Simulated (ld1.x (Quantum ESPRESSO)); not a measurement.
## mercury (Hg): one change to a TM potential, before and after

```json
{
 "Element": "Hg (Z = 80)",
 "Generator": "ld1.x (Quantum ESPRESSO) 7.5",
 "Type": "norm-conserving Troullier–Martins (Kleinman–Bylander form)",
 "Functional": "PBE",
 "Relativity": "scalar-relativistic",
 "Frozen core": "[Kr] 4d10 4f14",
 "Valence charge": "20",
 "Reference configuration": "5s2 5p6 5d10 6s0 6p0 (charge +2)",
 "Partial waves": "5p (bound): rc 1.60 bohr; 5d (bound): rc 2.10 bohr; 5f channel at -0.05 Ry: rc 1.85 bohr; 5s (bound): rc 1.10 bohr",
 "Local potential": "the s channel",
 "Core correction": "Bessel-smoothed model core, default radius (core density twice the valence density)"
}
```

Change: wave 5s (bound): rc 1.10 bohr becomes 5s (bound): rc 1.00 bohr.

Cutoffs: the cutoffs (Ry, on a coarse ladder) from which the occupation-weighted sum of valence levels, in a spherical-Bessel basis at the reference potential, stays within 10 and 1 mRy of its value at 400 Ry; they do not see the model core or the augmentation charge, which bear on the density cutoff. Errors are all-electron minus pseudo energies relative to the spin-unpolarised reference configuration.

Task: What does the change do?

Result: The potential gets harder (140 Ry and 230 Ry → 160 Ry and 260 Ry); of the 7 tests that both files solve, the error grows in 0 and shrinks in 4 by more than 15 % and 0.3 meV (median size 427.0 → 217.9 meV); neither file shows a bound ghost. A smaller radius makes the pseudo-wave follow the all-electron one further in, where it bends more sharply, so more plane waves are needed. Less of the atom is replaced, so other configurations are described better.

```csv
quantity,base,changed
"cutoff, loose",140 Ry,160 Ry
"cutoff, tight",230 Ry,260 Ry
loose cutoff by channel (10 mRy a level),"p 40 Ry, d 35 Ry, s 120 Ry","p 40 Ry, d 35 Ry, s 140 Ry"
bound ghosts,none,none
"error for 5s2 5p6 5d10 6s2 6p0, meV [ΔE -29.66 eV]",+707,+360
"error for 5s2 5p6 5d10 6s1 6p0, meV [ΔE -18.98 eV]",+427,+218
"error for 5s2 5p6 5d9 6s0 6p0, meV [ΔE 35.53 eV]",-6.6,-6.6
"error for 5s2 5p6 5d8 6s0 6p0, meV [ΔE 85.28 eV]",-10,-10
"error for 5s2 5p6 5d10 6s1.5 6p0, meV [ΔE -25.31 eV]",+584,+298
"error for 5s2 5p6 5d10 6s0 6p2, meV [ΔE -17.09 eV]",+177,+167
"error for 5s2 5p5 5d10 6s2 6p0, meV [ΔE 43.61 eV]",+894,+375
s: phases at 2.31 bohr within 0.05 rad from the reference energy up to (Ry; the scan ends near 5),n/a,n/a
p: phases at 2.31 bohr within 0.05 rad from the reference energy up to (Ry; the scan ends near 5),-1.1,-1.1
d: phases at 2.31 bohr within 0.05 rad from the reference energy up to (Ry; the scan ends near 5),to the end of the scan,to the end of the scan
f: phases at 2.31 bohr within 0.05 rad from the reference energy up to (Ry; the scan ends near 5),to the end of the scan,to the end of the scan
```
